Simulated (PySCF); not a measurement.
## ¹⁹F chemical shifts

[PySCF 2.14.0 with density-fitted response routines: PBE0/pcSseg-1 with gauge-including orbitals; GFN2-xTB geometry; one averaged value for each set of equivalent atoms; a single conformation; in vacuum; non-relativistic Hamiltonian]

Shieldings were converted by a linear fit to measured shifts: ¹⁹F (scatter 6.0 ppm rms, 7.0 ppm with the 5 outliers that the fit left out vs CFCl3, solution or neat liquid, with a term for F on sp3 carbon). Occasional misses reach two or three times the rms, and more in compound classes unlike the fitted ones.

Match the shifts -58.1, -75.2, -147.5, -313.8 ppm to `FC(F)(F)C(Cl)Cl`, `CC[P@H](=O)CC(F)(F)F`, `C#C/C=C(/C)C(F)=C=O`, `COC[C@](C)(F)C(=O)Cl`.

Results:

-58.1: CC[P@H](=O)CC(F)(F)F (fluorine of a CF3 group); -75.2: FC(F)(F)C(Cl)Cl (fluorine of a CF3 group); -147.5: COC[C@](C)(F)C(=O)Cl (fluorine on an sp3 carbon); -313.8: C#C/C=C(/C)C(F)=C=O (vinylic fluorine).
